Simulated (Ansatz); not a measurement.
One change: `BO[SiH](O)[SiH3]` becomes `O[SiH]([SiH3])N[SiH3]`.

Ansatz, PBE0-D4/def2-TZVP geometries, multiplicity 1. Each molecule was computed in one conformer, which needn't be the lowest.

```
                               property  `BO[SiH](O)[SiH3]`
    HOMO energy (B3LYP/def2-TZVPP) / eV               -7.84
    LUMO energy (B3LYP/def2-TZVPP) / eV               -0.92
  HOMO–LUMO gap (B3LYP/def2-TZVPP) / eV                6.91
HOMO–LUMO gap (ωB97M-V/def2-TZVPP) / eV               11.35
     HOMO energy (PBE0/def2-TZVPP) / eV               -8.03
  HOMO energy (ωB97M-V/def2-TZVPP) / eV              -10.16
```

Question: Give the same properties after the change, and the shifts. (Estimate.)

Answer: Computed: 
```tsv
property	`O[SiH]([SiH3])N[SiH3]`	shift
HOMO energy (B3LYP/def2-TZVPP) / eV	-7.60	0.24
LUMO energy (B3LYP/def2-TZVPP) / eV	-0.46	0.46
HOMO–LUMO gap (B3LYP/def2-TZVPP) / eV	7.13	0.22
HOMO–LUMO gap (ωB97M-V/def2-TZVPP) / eV	11.32	-0.03
HOMO energy (PBE0/def2-TZVPP) / eV	-7.83	0.20
HOMO energy (ωB97M-V/def2-TZVPP) / eV	-9.96	0.20
```

With PBE0 the HOMO rises by 0.20 eV and the LUMO rises by 0.39 eV, so the gap widens by about 0.19 eV. PBE moves the HOMO by 0.28 eV and ωB97M-V by 0.20 eV.

B3LYP here is the variant with VWN-RPA as its local correlation; programs differ in this.
